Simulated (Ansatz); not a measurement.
Reaction (SMILES): C=CCCC(C)C [5-methylhex-1-ene] -> C=CCC[C](C)C + H atom (the C-H bond at the site shown breaks; other sites are not compared here)
Structures are relaxed separately at B3LYP-D3(BJ)/def2-TZVP in Ansatz (a first-principles code), one conformer each, not searched for the lowest. Frequencies are from Ansatz.

Quantity: bond dissociation energy (0 K, with B3LYP-D3(BJ) harmonic zero-point energies), in eV. Correlated levels leave the core frozen unless marked. UHF or UKS for open shells. Spin-orbit coupling is left out. No relativistic terms. CBS(X,Y): correlation extrapolated as X^-3; Hartree-Fock from the larger set. [CCSD(T)-MP2]/basis is that difference in the basis named.

```json
[
 {"level": "BLYP-D3(BJ)/def2-TZVPD", "program": "Ansatz + dftd3", "bond dissociation energy (eV)": "3.84"},
 {"level": "BLYP-D4/def2-TZVPD", "program": "Ansatz + dftd4", "bond dissociation energy (eV)": "3.84"},
 {"level": "r2SCAN-D4/def2-TZVPD", "program": "Ansatz + dftd4", "bond dissociation energy (eV)": "3.78"},
 {"level": "PBE0-D3(BJ)/def2-TZVP", "program": "Ansatz + dftd3", "bond dissociation energy (eV)": "3.86"},
 {"level": "PBE0-D4/def2-TZVPD", "program": "Ansatz + dftd4", "bond dissociation energy (eV)": "3.86"},
 {"level": "r2SCANh-D4/def2-TZVPD", "program": "Ansatz + dftd4", "bond dissociation energy (eV)": "3.80"},
 {"level": "r2SCANh/def2-TZVPD", "program": "Ansatz", "bond dissociation energy (eV)": "3.79"},
 {"level": "wB97M-V/def2-TZVPD", "program": "Ansatz", "bond dissociation energy (eV)": "4.06"},
 {"level": "B2GP-PLYP-D3(BJ)/def2-TZVPD", "program": "Ansatz + dftd3", "bond dissociation energy (eV)": "3.98"},
 {"level": "B2PLYP-D4/def2-TZVPD", "program": "Ansatz + dftd4", "bond dissociation energy (eV)": "3.96"},
 {"level": "MP2/STO-3G", "program": "Ansatz", "bond dissociation energy (eV)": "5.07"},
 {"level": "CCSD/6-31G*", "program": "Ansatz", "bond dissociation energy (eV)": "3.74"},
 {"level": "CCSD(T)/STO-3G", "program": "Ansatz", "bond dissociation energy (eV)": "4.70"},
 {"level": "RI-MP2/CBS(cc-pVTZ,cc-pVQZ)+[CCSD(T)-MP2]/cc-pVDZ", "program": "Ansatz", "bond dissociation energy (eV)": "4.16"},
 {"level": "RI-MP2/CBS(cc-pVTZ,cc-pVQZ)+[CCSD(T)-MP2]/cc-pVTZ", "program": "Ansatz", "bond dissociation energy (eV)": "4.15"}
]
```
